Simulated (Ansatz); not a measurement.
Reaction (formal exchange of groups at the Se–Ge bond): `[Cl][Ge]([Cl])([Cl])[SeH]` + `[NH2][GaH2]` → `[NH2][GaH][SeH]` + `[Cl][GeH]([Cl])[Cl]`

Program: Ansatz. Geometries: PBE0-D4/def2-TZVP. ΔE: electronic, gas phase. CBS: MP2 limit from def2 TZ/QZ plus the TZ coupled-cluster correction, frozen cores. Functionals use def2-TZVPP. For Ga, Ge, Se outer-core shells are correlated without core-valence functions, which leaves a few kJ/mol of doubt a bond. Scalar relativity is left out up to krypton. One conformer a species, not always the lowest.

```tsv
species	LC-ωPBE energy (Eh)
`[Cl][Ge]([Cl])([Cl])[SeH]`	-5858.98260
`[NH2][GaH2]`	-1981.76300
`[NH2][GaH][SeH]`	-4383.03890
`[Cl][GeH]([Cl])[Cl]`	-3457.72680
```

**Question.** Work out ΔE.

**Answer.** ΔE = (-4383.03890) + (-3457.72680) − (-5858.98260) − (-1981.76300) = -0.02010 Eh = -0.55 eV. CCSD(T)/CBS gives -0.52 eV.

Largest T1 diagnostic among the species: 0.014.

From PBE to PBE0 (25 % exact exchange), in def2-TZVPP and without D4, ΔE moves by −0.05 eV. Leaving LDA and LC-ωPBE aside and taking each functional with its dispersion term where it has one, the values, not all of them listed here, spread over 0.15 eV, from PBE-QIDH to BLYP-D4. The D4 term adds +0.08 eV with B3LYP and +0.04 eV with PBE0; it sums over pairs of atoms, weighted by their polarisabilities, and B3LYP, whose exchange is more repulsive, gets the larger term.

B3LYP here is the variant with VWN-RPA as its local correlation; programs differ in this.
